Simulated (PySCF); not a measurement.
C₇H₁₀Si.
Geometry (GFN2-xTB, Å), atoms numbered from 1 in this order:
```
atom  x, y, z in Å
C1    -0.6780   -1.9754   -0.0615
C2     0.1826   -0.7497   -0.0245
C3     1.5647   -0.8754   -0.0283
C4     2.3837    0.2397    0.0051
C5     1.8195    1.5020    0.0435
C6     0.4427    1.6321    0.0484
C7    -0.3977    0.5232    0.0152
Si8   -2.2681    0.7718    0.0256
H9    -0.0704   -2.8771   -0.0900
H10   -1.3215   -1.9626   -0.9400
H11   -1.3195   -2.0168    0.8175
H12    2.0097   -1.8609   -0.0585
H13    3.4576    0.1213    0.0016
H14    2.4486    2.3803    0.0691
H15    0.0065    2.6209    0.0789
H16   -2.8621    0.1996   -1.1873
H17   -2.5486    2.2080    0.0708
H18   -2.8584    0.1255    1.2026
```

Level of theory: TDDFT PBE0/def2-SVPD, vertical, gas phase, core orbitals frozen in the response (PySCF).

Transition dipole moments from the ground state, in atomic units and in the frame of the coordinates above (overall signs are arbitrary), for the states with f of 0.002 or more among the lowest 6:

```
state  E (eV)      μx      μy      μz
   S1   5.319   0.059  -0.265  -0.008
   S2   5.938  -0.500   0.371   0.012
   S4   6.689   0.008  -0.007   0.237
   S5   6.819  -2.153  -0.330  -0.009
   S6   6.828   0.209  -1.454  -0.044
```

Task: What oscillator strength does each state have?

Result: f = (2/3) ΔE |μ|² with ΔE in hartree (27.2114 eV).

```json
{"state": "S1", "|μ|² (au)": "0.074", "|μ| (D)": "0.69", "f": "0.010"}
{"state": "S2", "|μ|² (au)": "0.388", "|μ| (D)": "1.58", "f": "0.056"}
{"state": "S4", "|μ|² (au)": "0.056", "|μ| (D)": "0.60", "f": "0.009"}
{"state": "S5", "|μ|² (au)": "4.746", "|μ| (D)": "5.54", "f": "0.793"}
{"state": "S6", "|μ|² (au)": "2.158", "|μ| (D)": "3.73", "f": "0.361"}
```

Task: The point group is Cs. Which irreducible representation does each state belong to?

Result: From a totally symmetric ground state, an allowed state transforms like the component of the dipole operator along its μ. Polarised normal to the mirror plane, so A″: S4. Polarised in the mirror plane, so A′: S1, S2, S5 and S6.

Task: What angle do the transition dipoles of S2 and S5 make?

Result: |cos θ| = |μa·μb| / (|μa| |μb|) = 0.70, so θ ≈ 45° (taken between 0 and 90°, since the signs are arbitrary).

Task: How is the summed strength of these states shared among x, y and z?

Result: (2/3) Σ ΔE μα² gives 0.819 for x, 0.401 for y and 0.010 for z, 1.229 in all.

Task: What peak molar absorption coefficient would the strongest computed level give as a lone Gaussian band 0.4 eV wide at half height?

Result: ε(max) = 2.175×10⁸ f / FWHM, with the width in cm⁻¹. S5: 2.175×10⁸ × 0.7929 / 3226 ≈ 53000 L mol⁻¹ cm⁻¹.
